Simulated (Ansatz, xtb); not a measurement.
# Group exchange: C2H9NSi + SiH3(SH) → CH9NSi2 + CH4S

Species: C2H9NSi `CN(C)[SiH3]`, singlet; SiH3(SH) (sulfanylsilane), singlet; CH9NSi2 `CN([SiH3])[SiH3]`, singlet; CH4S (methanethiol) `CS`, singlet. The partners trade CH3 for SiH3: N–CH3 and S–SiH3 bonds give way to N–SiH3 and S–CH3.

Shapes, held fixed at every level: PBE0-D4/def2-TZVP. Programs: Ansatz 0.2.0, xtb 6.7.1. The zero-point and thermal change to 298 K, harmonic and unscaled (PBE0-D4/def2-TZVP), is -0.5 kJ/mol.

| level | kind | ΔH(298 K) (kJ/mol) | less CCSD(T)/CBS estimate | CPU time (sum over the molecules) |
| --- | --- | --- | --- | --- |
| GFN2-xTB | semi-empirical | +31.9 | +47.0 | 0.21 s |
| HF/def2-SVP | Hartree–Fock | -1.9 | +13.2 | – |
| PBE0-D4/def2-TZVPP | global hybrid | -7.2 | +7.9 | 20 s |
| wB97X-V/def2-TZVPP | range-separated hybrid | -11.6 | +3.5 | 44 s |
| B2PLYP/def2-TZVPP | double hybrid | -13.1 | +2.0 | 31 s |
| MP2/def2-TZVPP | perturbation theory | -15.1 | 0.0 | – |
| CCSD(T)/def2-SVP | coupled cluster or CI | -1.8 | +13.3 | 17 s |
| CCSD(T)/CBS estimate | coupled cluster or CI | -15.1 | 0.0 | 8.3 min |

The highest level, CCSD(T)/CBS estimate, gives ΔH(298 K) = -15.1 kJ/mol; the levels span -15.1 to +31.9. They disagree on the sign: 1 of 8 are positive. The column of differences is taken from that level and isn't an error. No measured value is set beside it here. The CBS estimate extrapolates MP2 from def2-TZVPP and def2-QZVPP and adds CCSD(T) − MP2 in the triple-zeta set, cores frozen. Times are processor times on shared x86 and Arm servers, and rough.
